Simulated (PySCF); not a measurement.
CBClFNO.

```xyz
6

B     -0.4736     0.6145     0.0000
Cl     0.9938     1.5893     0.0000
F     -1.6395     1.2310     0.0000
N     -0.4273    -0.7941     0.0000
C      0.0156    -1.9130     0.0000
O      0.3907    -3.0167     0.0000
```

The structure is a stationary point at B3LYP-D3(BJ)/def2-SVP. Other conformers were not sampled.

Method: KT2/pcSseg-1 run with PySCF. Non-relativistic, no solvent.

Computed absolute GIAO shielding of each atom: isotropic value and principal components (ppm):
| atom | σ(iso) | σ11 | σ22 | σ33 | span |
|---|---|---|---|---|---|
| B1 | 82.9 | 74.9 | 83.3 | 90.6 | 15.6 |
| Cl2 | 782.9 | 558.9 | 828.4 | 961.4 | 402.5 |
| F3 | 208.0 | 39.7 | 230.8 | 353.4 | 313.6 |
| N4 | 192.2 | 123.0 | 152.2 | 301.5 | 178.5 |
| C5 | 64.9 | -33.6 | -31.7 | 260.2 | 293.8 |
| O6 | 165.0 | 72.3 | 101.9 | 320.9 | 248.6 |
